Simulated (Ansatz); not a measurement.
Z-matrix (Å, degrees):
```
Si
F 1 1.581
F 1 1.581 2 107.5
F 1 1.578 2 107.2 3 -114.9
B 1 2.010 2 110.7 3 121.0
Cl 5 1.727 1 120.1 2 120.3
H 5 1.192 1 122.3 2 -59.6
```

Total charge 0; spin multiplicity 1.

Task: List the PBE/def2-TZVPP orbital energies in eV (Ansatz). (Estimate.)

Result: The calculation gave: Occupied: -2740.11, -1782.02, -660.48, -660.48, -660.42, -250.68, -191.35, -191.28, -191.15, -179.13, -139.52, -96.30, -96.30, -96.20, -30.72, -30.01, -29.98, -21.81, -14.62, -13.21, -12.51, -12.49, -11.76, -11.12, -11.10, -10.71, -10.52, -10.21, -10.02, -9.51, -9.47, -7.40. Lowest empty: -3.91, -0.41, 0.24, 1.34, 1.48, 1.63, 2.29, 2.66.
